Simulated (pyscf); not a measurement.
Optimised with ωB97X-D3(BJ)/def2-SVP in PySCF.

### Question
PBE/def2-TZVP puts the barrier of H₃Si–AsH–AsH₂ → H₂Si=AsH + AsH₃ (elimination; singlet surface; As–As, H–Si broken, As–H formed) at 48.1 kcal/mol and the reaction energy at +35.5 kcal/mol, from the reactant's lowest minimum found. What do r²SCAN/def2-TZVP, B3LYP-D3(BJ)/def2-TZVP, ωB97M-D3(BJ)/def2-TZVP give on the same structures?

### Answer
r²SCAN: ΔE‡ = 53.8 kcal/mol, ΔE = +38.0 kcal/mol; B3LYP-D3(BJ): ΔE‡ = 54.8 kcal/mol, ΔE = +38.1 kcal/mol; ωB97M-D3(BJ): ΔE‡ = 60.8 kcal/mol, ΔE = +38.4 kcal/mol. PBE's barrier lies under all of them, by 5.8 to 12.8 kcal/mol. Its reaction energy lies under all of them, by 2.6 to 2.9 kcal/mol. Low barriers are usual for a GGA, whose delocalisation error favours stretched bonds. The same reactants have a lower exit, to H₃Si–AsH• + AsH₂• (no saddle counted: cutting one bond costs +50.1 kcal/mol at ωB97M-D3(BJ)/def2-TZVP, against +60.8 kcal/mol here). One saddle was located; it need not be the lowest between these sides. Elements up to Kr have no core potential and no relativistic terms here.
